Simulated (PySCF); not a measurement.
Au⁺: ionisation energy

Au⁺ [Xe] 4f14 5d10 (1S) → Au²⁺ [Xe] 4f14 5d9 (2D), as a difference of total energies. Calculation: PySCF 2.14, in aug-cc-pVTZ-PP with ECP60MDF; scalar relativity through the core potential. Correlated levels: valence: 5s2 5p6 frozen. The calculations carry no spin-orbit coupling.

Question: Order these methods by the ionisation energy they give, lowest first.
A. r2SCAN
B. PW91
C. SCS-MP2 (valence)
D. UHF

Answer: D (18.929 eV), A (20.691 eV), C (20.731 eV), B (21.009 eV).

The reference lies between the lowest fine-structure levels, while these numbers refer to the centres of the terms.

Errors of the correlated levels include the incompleteness of this basis and the frozen core.

For comparison: 20.203 ± 0.025 eV (measured; NIST Atomic Spectra Database, ionization energies).
